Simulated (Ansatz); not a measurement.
Computed with Ansatz on PBE0-D4/def2-TZVP structures; ΔE is electronic, products minus reactants. CBS: MP2 limit from def2 TZ/QZ plus the TZ coupled-cluster correction, frozen cores. This one scheme is used for every species. Functionals use def2-TZVPP. B3LYP here is the variant with VWN-RPA as its local correlation; programs differ in this. One conformer a species, not always the lowest.

`C#CC[SiH2]C` + `BOCO` → `BOC[SiH2]C` + `C#CCO`  (formal exchange of groups at the Si–C bond)

`C#CC[SiH2]C`:

Cartesian coordinates in Å:
```
C 0.888 1.159 2.210
C 0.241 1.242 1.200
C -0.535 1.268 -0.018
Si -0.897 -0.492 -0.625
C 0.689 -1.438 -0.885
H 1.459 1.108 3.106
H 0.002 1.809 -0.804
H -1.484 1.790 0.139
H -1.756 -1.166 0.385
H -1.664 -0.382 -1.898
H 1.305 -0.965 -1.655
H 1.266 -1.468 0.042
H 0.485 -2.464 -1.197
```

`BOCO`:

Z-matrix (Å, degrees):
```
C
O 1 1.416
O 1 1.382 2 111.0
H 1 1.096 2 106.2 3 -122.2
H 1 1.093 2 110.1 3 118.1
B 2 1.344 1 121.5 3 -104.2
H 3 0.962 1 108.8 2 -65.4
H 6 1.202 2 120.0 1 -2.9
H 6 1.196 2 117.0 1 177.8
```

`BOC[SiH2]C`:

Z-matrix (Å, degrees):
```
C
O 1 1.427
Si 1 1.894 2 109.9
H 1 1.096 2 110.4 3 122.7
H 1 1.095 2 107.7 3 -120.1
B 2 1.340 1 122.3 3 -113.9
C 3 1.866 1 110.7 2 -56.2
H 3 1.491 1 107.3 2 -178.0
H 3 1.489 1 108.0 2 65.1
H 6 1.203 2 120.3 1 -1.6
H 6 1.197 2 116.7 1 178.5
H 7 1.092 3 111.1 1 176.8
H 7 1.092 3 110.1 1 56.8
H 7 1.093 3 110.9 1 -62.8
```

`C#CCO`:

```xyz
8

C    -0.728   -0.552   -1.634
C    -0.367   -0.043   -0.608
C     0.114    0.553    0.632
O     0.633   -0.391    1.543
H    -1.060   -1.002   -2.540
H     0.856    1.327    0.389
H    -0.713    1.051    1.145
H     1.264   -0.943    1.073
```

(1) Is it downhill or uphill in electronic energy at CCSD(T)/CBS, and by how much? (Estimate.)

(2) What do these levels give: B3LYP-D4, B2PLYP, PBE, PBE0, B3LYP, CCSD/def2-TZVPP, CCSD(T)/def2-TZVPP, HF/def2-QZVPP, MP2/def2-QZVPP, SCS-MP2/def2-QZVPP, HF/CBS(def2), MP2/CBS(def2)? (Best estimate.)

Largest T1 diagnostic among the species: 0.013.

Answers

(1) The calculation gave: Uphill: ΔE = +59.7 kJ/mol.

(2) Ansatz gave: B3LYP-D4 57.1, B2PLYP 58.9, PBE 56.8, PBE0 60.6, B3LYP 55.8, CCSD/def2-TZVPP 60.0, CCSD(T)/def2-TZVPP 60.1, HF/def2-QZVPP 62.0, MP2/def2-QZVPP 64.8, SCS-MP2/def2-QZVPP 60.9, HF/CBS(def2) 62.0, MP2/CBS(def2) 64.7 kJ/mol.

From PBE to PBE0 (25 % exact exchange), in def2-TZVPP and without D4, ΔE moves by +3.9 kJ/mol.
